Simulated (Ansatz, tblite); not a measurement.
Removing and adding an electron: Mo(OH)F5 (MoOF5H). Charge 0, multiplicity 1. Geometry: r2SCAN-D4/def2-SVP. Ansatz, gas phase; energy differences of separate SCF runs; the oxidised species was run as a doublet alone; the reduced species was run as a doublet alone.

```xyz
8

Mo    0.2244   -0.0753    0.2067
O    -1.3316    0.5044   -0.5581
H    -1.8263    0.6383   -1.3799
F     1.8574   -0.7044    0.7641
F    -0.2130    0.5228    1.8845
F     0.7127   -0.7072   -1.4607
F     1.0606    1.5339   -0.1123
F    -0.4842   -1.7124    0.6556
```

In the def2 sets Mo takes a core potential; there is no spin–orbit coupling. The xTB rows come from tblite. Correlated methods freeze 6 core orbitals; core or outer-core shells of Mo are correlated, in sets that lack core-valence functions. The rows differ in basis, and correlated rows in double-zeta sets carry the largest basis error. In CCSD on the charge 1 doublet the largest single amplitude is 0.17, so its Hartree–Fock determinant may place the open shell otherwise than the density functionals do. HOMO above LUMO, or a gap near zero within one spin, warns that the state may not be the lowest or that an electron is smeared out.

```tsv
level	−HOMO (eV)	vertical IE (eV)	−LUMO (eV)	vertical EA (eV)	HOMO–LUMO gap (eV)	IE − EA (eV)	remarks
GFN1-xTB	14.57	17.91	9.38	6.09	5.19	11.82	–
GFN2-xTB	14.58	17.78	10.22	6.76	4.37	11.02	–
HF/def2-SVP	–	13.25	–	–	–	–	–
PBE-D4/def2-TZVP	9.54	12.81	5.57	–	3.97	–	gap within one spin near zero (+1 doublet)
PBE-D4/def2-TZVPD	9.52	–	5.56	2.20	3.96	–	HOMO above zero (-1 doublet), gap within one spin near zero (-1 doublet)
B97M-V/def2-TZVP	10.15	13.21	5.76	–	4.38	–	–
B97M-V/def2-TZVPD	10.12	–	5.74	2.65	4.38	–	HOMO above zero (-1 doublet)
PBE0-D4/def2-TZVP	11.49	13.56	5.17	–	6.33	–	–
PBE0-D4/def2-TZVPD	11.44	–	5.12	3.07	6.32	–	–
MP2/def2-SVP	–	13.72	–	–	–	–	–
CCSD/def2-SVP	–	13.78	–	–	–	–	–
CCSD(T)/def2-SVP	–	13.50	–	–	–	–	–
```

   A HOMO above zero means that the electron is unbound at that level or that self-interaction error raises the level; the energy of removing that electron tells which. Raw xTB energy differences between charge states are shifted by several eV; the methods need an empirical correction for them.
